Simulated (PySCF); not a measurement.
A geometry optimisation on ZrIF3, `[F][Zr]([F])([F])[I]`.

Computed with PBE0-D3(BJ)/def2-SVP geometry optimisation, gas phase, def2 core potentials past Kr (PySCF 2.14.0). Start geometry: GFN2-xTB. A driver script takes a list of jobs; this job's settings line and coordinates (Å) are shown.

Input:
```
{"job": {"xc": "PBE0", "basis": "def2-SVP", "d3": "d3bj", "grid": 1, "maxiter": 30, "shake": 0.03, "kind": "geom"}, "charge": 0, "multiplicity": 1}
Zr     0.060390    -0.074640    -0.240760
I     -0.009740    -0.032830     2.484560
F      1.710220     0.003180    -0.776970
F     -0.792830     1.545740    -0.742230
F     -0.893190    -1.551930    -0.786720
```

Output:
```
step   0  E = -644.07363190  max force = 0.118494
step   1  E = -644.09007949  max force = 0.027648
step   2  E = -644.09232018  max force = 0.012657
step   3  E = -644.09271022  max force = 0.007023
step   4  E = -644.09286136  max force = 0.002103
step   5  E = -644.09292006  max force = 0.000644
step   6  E = -644.09297393  max force = 0.001347
step   7  E = -644.09302268  max force = 0.002303
step   8  E = -644.09304615  max force = 0.003054
step   9  E = -644.09315612  max force = 0.001751
step  10  E = -644.09327593  max force = 0.001098
step  11  E = -644.09329276  max force = 0.000300
step  12  E = -644.09331002  max force = 0.000171
step  13  E = -644.09333537  max force = 0.000335
step  14  E = -644.09333898  max force = 0.000174
optimisation converged
```

Energies in Eh; «max force» is the largest Cartesian gradient component in Eh/bohr.

How much energy does the optimisation release, in kcal/mol?

E(step 0) − E(last step) = 0.019707 Eh, which is 12.4 kcal/mol.

Give the first gradient maximum in eV/Å.

With 1 Eh/bohr = 51.422 eV/Å, 6.093 eV/Å.

In short: final energy -644.09334 Eh after 14 steps; dipole 0.04 D.

On an Intel Xeon at 2.70 GHz with one thread, shared host, this took 2.5 min and 0.40 GiB of memory at its peak.
Labels such as C1 count atoms from 1, the log's own numbers from 0.
